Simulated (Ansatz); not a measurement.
Calculated with Ansatz (gas phase, PBE0-D4/def2-TZVP geometries, no zero-point term in ΔE). CCSD(T)/CBS adds triple-zeta CCSD(T) − MP2 to the extrapolated MP2 energy (def2 sets, frozen cores). DFT in def2-TZVPP. One conformer a species, not always the lowest.

Reaction (formal exchange of groups at the Si–C bond): `OCC(F)[SiH3]` + `N#CO[SiH3]` → disiloxane + `N#CC(F)CO`

Task: Is it downhill or uphill in electronic energy at CCSD(T)/CBS, and by how much? (Best estimate.)

Result: Ansatz gave: Downhill: ΔE = -1.91 eV.

Task: What do these levels give: ωB97M-V, B2PLYP, r2SCAN, HF/def2-TZVPP, HF/def2-QZVPP, CCSD/CBS(def2)? (An estimate is asked.)

Result: Ansatz gave: ωB97M-V -1.82, B2PLYP -1.87, r2SCAN -1.76, HF/def2-TZVPP -2.08, HF/def2-QZVPP -2.10, CCSD/CBS(def2) -1.95 eV.

Largest T1 diagnostic among the species: 0.014.

From PBE to PBE0 (25 % exact exchange), in def2-TZVPP and without D4, ΔE moves by −0.12 eV. In def2-TZVPP, CCSD(T) changes the Hartree–Fock value by +0.18 eV (the triples alone add +0.04 eV) and MP2 by +0.12 eV.
